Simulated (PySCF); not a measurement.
C4H6F2. Atoms are numbered in the order given.

```xyz
12

C     -2.6890     0.4712    -0.2309
C     -1.2227     0.5443     0.0192
C     -0.3093    -0.2694    -0.5122
C      1.1532    -0.1637    -0.2368
F      1.4152     0.7705     0.7042
F      1.6277    -1.3525     0.2147
H     -3.2382     0.3185     0.7129
H     -2.9503    -0.3458    -0.9185
H     -3.0623     1.4171    -0.6572
H     -0.8714     1.3309     0.6970
H     -0.5920    -1.0747    -1.1994
H      1.7357     0.0976    -1.1405
```
Charge 0, spin multiplicity 1.

Geometry optimised at PBE0-D3(BJ)/def2-SVP. One conformer was computed; it need not be the lowest.

Computed with SMD-PBE0/def2-SVP (PySCF).

Solvation free energies are E(SMD) − E(gas) at the gas-phase geometry, for 1 M in both phases. In vacuum the dipole moment is 2.34 D.

```tsv
solvent	ΔG(solv) (kcal/mol)	its non-electrostatic (CDS) part	dipole (D)
water	-0.2	4.1	2.81
dichloromethane	-4.7	-1.0	2.74
cyclohexanone	-3.6	0.4	2.77
```
